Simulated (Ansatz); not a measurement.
System: sum formula H₇Si₂N₂O, charge 0, multiplicity 2. It need not be the lowest isomer of its formula. 
Structure (B3LYP-D3(BJ)/def2-TZVP (Ansatz, a first-principles code) minimum search):
```
O
Si 1 1.6254
Si 1 1.6549 2 138.12
N 3 1.7077 1 115.04 2 -38.45
H 4 1.0072 3 121.51 1 -82.62
H 4 1.0086 5 111.75 3 -151.99
N 2 1.7488 1 109.38 3 -12.01
H 7 1.0227 2 114.20 1 -178.74
H 3 1.4756 1 106.36 2 -157.54
H 3 1.4763 9 112.41 1 116.66
H 2 1.4830 1 109.27 3 -131.74
H 2 1.4846 11 110.17 1 121.14
```
Charge 0, spin multiplicity 2.

Total electronic energies in hartree. Cores are frozen in the correlated levels unless marked. UHF or UKS for open shells. Spin-orbit coupling is left out. No relativistic terms. CBS marks a two-point X^-3 extrapolation of the correlation energy; Hartree-Fock from the larger set.

```tsv
level	program	energy (Eh)
HF/6-31G	Ansatz	-765.56036
HF/6-31G*	Ansatz	-765.76011
HF/cc-pwCVTZ	Ansatz	-765.93350
SVWN5/def2-TZVPD	Ansatz	-764.31638
PBE0-D4/def2-TZVPD	Ansatz + dftd4	-767.65349
HSE06-D4/def2-TZVPD	Ansatz + dftd4	-767.63044
CAM-B3LYP/def2-TZVPD	Ansatz	-768.05006
RPA@PBE/cc-pV(T+d)Z	Ansatz	-767.32065
MP2/cc-pV(T+d)Z	Ansatz	-766.79231
SCS-MP2/6-31G	Ansatz	-765.97664
CCSD/cc-pV(D+d)Z	Ansatz	-766.56357
CCSD/cc-pV(T+d)Z	Ansatz	-766.84349
CCSD(T)/STO-3G	Ansatz	-756.87513
CCSD(T)/cc-pVTZ	Ansatz	-766.86398
CCSD(T)/CBS(cc-pV(T+d)Z,cc-pV(Q+d)Z)	Ansatz	-767.0065
```

Totals of different functionals don't rank their quality; only differences between species are comparable.
